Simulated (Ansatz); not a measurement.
Species: sum formula H$_{4}$BN$_{2}$O (charge 0, doublet). It need not be the lowest isomer of its formula. 
Coordinates optimised at B3LYP-D3(BJ)/def2-TZVP (Ansatz, an electronic-structure program):
```xyz
8

N      1.3412    -0.6311     0.0398
B      0.0271     0.0041     0.0042
N     -1.1715    -0.7220     0.1589
O     -0.0551     1.3534    -0.2691
H      1.5759    -1.0922     0.9198
H     -2.0629    -0.3170    -0.0731
H     -1.2010    -1.7076     0.3466
H      0.8057     1.7413    -0.4526
```
Charge 0, spin multiplicity 2.

Basis-set convergence of Hartree-Fock and CCSD(T) correlation energies (hartree) with Ansatz. Cores are frozen in the correlated levels unless marked. Open shells are spin-unrestricted. Spin-orbit coupling is left out. Non-relativistic.

```tsv
basis	functions	E(HF)	E(corr, CCSD(T))
cc-pVDZ	76	-210.87560	-0.61737
cc-pVTZ	176	-210.94542	-0.77338
cc-pVQZ	340	-210.96196	-0.82329
```

Extrapolating the two largest sets (X = 3 and 4) as X^-3: E(corr) = (64·(-0.82329) - 27·(-0.77338))/37 = -0.8597 Eh, an estimate of the basis-set limit. The largest set recovers 95.8 % of it, the smallest 71.8 %.
